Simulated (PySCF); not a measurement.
Ligands exchanged one at a time, B SH-H. Gas-phase values, no solvent. One relaxed conformer stands for each flexible species; it need not be the lowest. Strings in code marks are SMILES.

Computed with PBE-D3(BJ)/def2-TZVP // CAM-B3LYP-D3(BJ)/def2-TZVP in PySCF. All candidates: neutral, multiplicity 1. 

| Property | Result |
|---|---|
| HOMO–LUMO gap | 5.44 eV |
| HOMO | -8.48 eV |
| LUMO | -3.04 eV |

**Question.** Say which member has these values.
A. `B`
B. `SB(S)S`
C. `SBS` (H–S–B–S torsion 0°, S–B–S–H torsion 0°)
D. `BS` (H–B–S–H torsion 0°)

**Answer.** A, `B`. The others give `SB(S)S`: 4.78 eV, -6.36 eV, -1.58 eV; `BS` (H–B–S–H torsion 0°): 5.09 eV, -7.35 eV, -2.26 eV; `SBS` (H–S–B–S torsion 0°, S–B–S–H torsion 0°): 4.66 eV, -6.49 eV, -1.83 eV
